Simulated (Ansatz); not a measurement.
Start from `N[Si](N)(O)Br` and change one atom or group to get `N[SiH](O)Br`.

Ansatz, PBE0-D4/def2-TZVP geometries, multiplicity 1. Each molecule was computed in one conformer, which needn't be the lowest.

Scalar relativity is left out up to krypton.

| property | `N[Si](N)(O)Br` |
| --- | --- |
| size of the dipole moment (ωB97M-V/def2-TZVPP) / D | 1.44 |
| HOMO energy (PBE0/def2-TZVPP) / eV | -7.66 |
| HOMO–LUMO gap (PBE/def2-TZVPP) / eV | 6.02 |
| LUMO energy (PBE/def2-TZVPP) / eV | -0.21 |
| HOMO energy (B3LYP/def2-TZVPP) / eV | -7.40 |
| LUMO energy (PBE0/def2-TZVPP) / eV | 0.64 |

Question: What does the change do to each property? (Estimate.)

Answer: Ansatz gave: 
| property | `N[SiH](O)Br` | shift |
| --- | --- | --- |
| size of the dipole moment (ωB97M-V/def2-TZVPP) / D | 2.62 | 1.18 |
| HOMO energy (PBE0/def2-TZVPP) / eV | -7.99 | -0.33 |
| HOMO–LUMO gap (PBE/def2-TZVPP) / eV | 6.33 | 0.31 |
| LUMO energy (PBE/def2-TZVPP) / eV | -0.19 | 0.02 |
| HOMO energy (B3LYP/def2-TZVPP) / eV | -7.74 | -0.34 |
| LUMO energy (PBE0/def2-TZVPP) / eV | 0.67 | 0.03 |

The zero-point energy changes by -48.4 kJ/mol with -6 modes. Dipoles are sizes alone; their direction can turn.

B3LYP here is the variant with VWN-RPA as its local correlation; programs differ in this.

Spin–orbit coupling is left out; it splits and shifts lone-pair levels of the heavy atoms by tenths of an eV.
